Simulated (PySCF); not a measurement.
SiH₃Cl, SMILES [SiH3]Cl. Atoms are numbered in the order given.

```xyz
5

Si     0.0000     0.0000    -0.9919
Cl     0.0000     0.0000     1.0744
H      1.2122     0.6999    -1.4596
H     -1.2122     0.6999    -1.4596
H      0.0000    -1.3997    -1.4596
```
Charge 0, spin multiplicity 1.

Coordinates come from a B3LYP-D3(BJ)/def2-TZVP optimisation. The isomer is the one that the SMILES or the coordinates give; other isomers of the formula were not compared.

Two levels are set side by side: PBE/pcSseg-2 (PySCF) and KT2/pcSseg-2 (PySCF). GIAO shifts against HCl (³⁵Cl), TMS (²⁹Si), TMS (¹H) at the same level; non-relativistic, no solvent, atoms listed together averaged. Without spin–orbit terms, shifts of atoms bonded to Cl or Br come out too high at both levels. Differences are taken from unrounded values.

| quantity | KT2 |
|---|---|
| δ(²⁹Si) of Si1 (ppm) | -36.4 |
| δ(³⁵Cl) of Cl2 (ppm) | -76.8 |
| δ(¹H) of H3, H4, H5 (ppm) | 5.30 |

What does PBE give, and how far is it from KT2? (The exact figures need the calculation; the answer reports its results.)


```
quantity                     PBE  PBE minus KT2
-------------------------  -----  -------------
δ(²⁹Si) of Si1 (ppm)       -37.0           -0.6
δ(³⁵Cl) of Cl2 (ppm)       -76.2            0.6
δ(¹H) of H3, H4, H5 (ppm)   5.38           0.08
```

Here PBE gives about what the other level gives.

Rough cost on one machine, each run with all the roots and properties that it gave: KT2 against PBE within a factor of 2.
